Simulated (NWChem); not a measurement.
Species: Si₂H₄, singlet; SMILES [SiH][SiH3]

All runs: NWChem. Low-valent species are run as closed-shell singlets; no triplet was tried in these runs. Geometry: optimised at PBE0-D3(BJ)/def2-TZVP. Level TPSS/def2-SVPD: single points from the atomic guess with DIIS by default; each run changes one setting, and all converged runs end within 0.3 mHa of each other. NWChem's automatic level shift, which a small gap switches on, acted in some of these runs.

Question: Which setting needs the most SCF iterations, or fails (no level shifting; DIIS on 3 Fock matrices; defaults; core-Hamiltonian guess; DIIS on 20 Fock matrices)?

Answer: core-Hamiltonian guess, with 63 against 8 for the defaults.
```json
[
 {"setting": "defaults", "SCF iterations": "8"},
 {"setting": "DIIS on 3 Fock matrices", "SCF iterations": "8"},
 {"setting": "core-Hamiltonian guess", "SCF iterations": "63"},
 {"setting": "no level shifting", "SCF iterations": "8"},
 {"setting": "DIIS on 20 Fock matrices", "SCF iterations": "7"}
]
```
